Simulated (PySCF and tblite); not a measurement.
The numbers below are computed, except where a source is named.
C₈H₁₆Si, numbered as in [CH2:1]=[C:2]1[CH2:3][C@H:4]([CH3:5])[CH2:6][C@H:7]([SiH3:8])[CH2:9]1.

Search: ETKDG, MMFF94s, GFN2-xTB, 60 starts; geometries at GFN2-xTB. Free energies are PBE0-D3(BJ)/pcSseg-1 single points with GFN2-xTB rigid-rotor and vibrational terms (modes under about 100 cm⁻¹ blended into free rotors). Symmetry numbers and mirror images are counted. Conformers within 2.5 kcal/mol (GFN2-xTB free energy) were kept, 4 at most. GIAO shieldings: PBE0/pcSseg-1. Shifts are against TMS (¹H), TMS (¹³C), TMS (²⁹Si) at the same level; of two unlike H on one atom, a is the less shielded. Programs: PySCF with density fitting and tblite.

(1) List the conformer-averaged shifts at 298.15 K.

Unscaled ²⁹Si shifts at such levels can be off by tens of ppm; differences between conformers or isomers are more reliable. Shifts are unscaled: against experiment ¹³C can be off by 15 ppm or more and ¹H by 0.8 ppm.

## Answers

(1) ¹H: 4.96 (H1a, 1H), 4.96 (H1b, 1H), 3.74 (H8, 3H), 2.29 (H3a, 1H), 2.29 (H9a, 1H), 1.82 (H9b, 1H), 1.76 (H6a, 1H), 1.69 (H3b, 1H), 1.38 (H4, 1H), 1.02 (H5, 3H), 1.00 (H7, 1H), 0.84 (H6b, 1H) ppm. ¹³C: 158.9 (C2), 112.4 (C1), 48.0 (C3), 42.1 (C9), 41.9 (C4), 41.7 (C6), 27.5 (C7), 25.1 (C5) ppm. ²⁹Si: -62.2 (Si8) ppm.
